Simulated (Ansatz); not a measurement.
`[InH2][BH][TeH]` + HCl → `[Cl][InH2]` + `B[TeH]` at 298.15 K and 1 bar (cleavage of the In–B bond).

Computed with Ansatz on PBE0-D4/def2-TZVP structures; ΔE is electronic, products minus reactants. CBS: MP2 limit from def2 TZ/QZ plus the TZ coupled-cluster correction, frozen cores. This one scheme is used for every species. def2 core potentials past Kr. For In, Te outer-core shells are correlated without core-valence functions, which leaves a few kJ/mol of doubt a bond.

| species | CCSD(T)/CBS energy (Eh) | H − E (kJ/mol) | S (J/(mol·K)) |
| --- | --- | --- | --- |
| `[InH2][BH][TeH]` | -484.70285 | 100.1 | 352.9 |
| HCl | -460.38127 | 26.6 | 186.8 |
| `[Cl][InH2]` | -650.81839 | 46.3 | 276.1 |
| `B[TeH]` | -294.31292 | 83.4 | 268.1 |

H − E and S are ideal-gas, rigid-rotor, harmonic terms from PBE0-D4/def2-TZVP. 1 Eh = 2625.50 kJ/mol, R = 8.31446 J/(mol·K).

Question: By hand: ΔE, ΔH, ΔS and ΔG.

Answer: ΔE = (-650.81839) + (-294.31292) − (-484.70285) − (-460.38127) = -0.04719 Eh = -123.9 kJ/mol. Δ(H − E) = 46.3 + 83.4 − 100.1 − 26.6 = 3.0, so ΔH = -120.9 kJ/mol. ΔS = 276.1 + 268.1 − 352.9 − 186.8 = 4.5 J/(mol·K). ΔG = -120.9 − 298.15 × (4.5)/1000 = -122.2 kJ/mol.

Question: By hand: the equilibrium constant, and the temperature at which ΔG would vanish if ΔH and ΔS stayed fixed.

Answer: log₁₀ K = −ΔG/(RT ln 10) = 21.4. ΔH and −TΔS have one sign here, so there is no such temperature. One of them is within its doubt of zero, so this could turn.

The number of gas molecules stays the same, so ΔS is small and ΔH decides. A doubt of 5 kJ/mol in ΔE shifts log₁₀ K by 0.9 here. These are equilibria of isolated gas molecules and say nothing of rates. Largest T1 diagnostic: 0.016 (customary marks: 0.02 for closed shells, 0.045 for open ones).
